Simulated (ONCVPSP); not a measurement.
**Potentials for chlorine compared**

Generated with ld1.x 7.5 (TM, RRKJ, ultrasoft, PAW), atompaw 4.2 or ONCVPSP 4.0.1. The cutoff is in Ry: for ld1.x and atompaw files where the sum of valence levels is converged to 10 mRy in a Bessel basis, for ONCV files where the hardest occupied wave has 1 mHa per electron of residual kinetic energy. The error is the largest all-electron minus pseudo excitation energy over each file’s own four to seven test configurations (ionisations up to +4, promotions, holes and added fractions of an electron), all of which were solved. The labels leave out finer settings (local radius, basis sizes, second energies), which also bear on the numbers. Spin-polarised tests are not counted. The rows are a selection from randomly drawn settings: files with unsolved tests, undetermined cutoffs or missed reference levels are left out.

A true bound ghost makes a file unfit for plane-wave use even where its test errors are small: the radial tests pick states by their node count and pass the ghost by.

| potential | cutoff (Ry) | largest error (meV) | bound ghosts |
| --- | --- | --- | --- |
| ONCV, BLYP, scalar-relativistic, rc 1.10/1.15/1.25 (spd), local smoothed, core correction yes, reference 3s2 3p5, qcut 6/6.1/7.7, projectors 2/2/2 | 48 | +49 | s |
| ONCV, PBEsol, scalar-relativistic, rc 0.60/0.80 (sp), local smoothed, core correction yes, reference 2s2 2p6 3s1.5 3p5.5, qcut 19.9/17.6, projectors 2/3 | 335 | +3.3 | none |
| ONCV, PBE, scalar-relativistic, rc 1.30/1.40/1.40 (spd), local smoothed, core correction yes, reference 3s2 3p5, qcut 4.5/6/7.1, projectors 2/2/2 | 105 | +45 | none |
| ONCV, PBE, scalar-relativistic, rc 1.10/1.35/1.05 (spd), local smoothed, core correction yes, reference 3s2 3p4, qcut 7.5/5/9.1, projectors 2/1/2 | 51 | +3.9 | s |
| ONCV, LDA (Perdew-Wang 92), non-relativistic, rc 1.30/1.35/1.40 (spd), local smoothed, core correction yes, reference 3s2 3p4.5, qcut 5/6.5/5.7, projectors 1/1/2 | 57 | +32 | none |

Q: Fill in the row for Cl: ONCV, PBEsol, scalar-relativistic, rc 0.65/0.70/0.70 (spd), local smoothed, core correction yes, reference 2s2 2p6 3s2 3p5, qcut 20.3/16.7/12.2, projectors 3/2/2.

A: cutoff 278 Ry, largest error -400 meV, bound ghosts: none.

Q: Fill in the row for Cl: ONCV, LDA (Perdew-Zunger), scalar-relativistic, rc 1.00/1.45/1.60 (spd), local smoothed, core correction yes, reference 3s2 3p3, qcut 6.5/6.4/5.2, projectors 2/3/1.

A: cutoff 48 Ry, largest error +20 meV, bound ghosts: s.

Q: Fill in the row for Cl: ONCV, LDA (Perdew-Zunger), scalar-relativistic, rc 1.25/1.50/1.25 (spd), local d, core correction yes, reference 3s2 3p5, qcut 6.8/4.4/8, projectors 2/2/0.

A: cutoff 34 Ry, largest error +40 meV, bound ghosts: none.
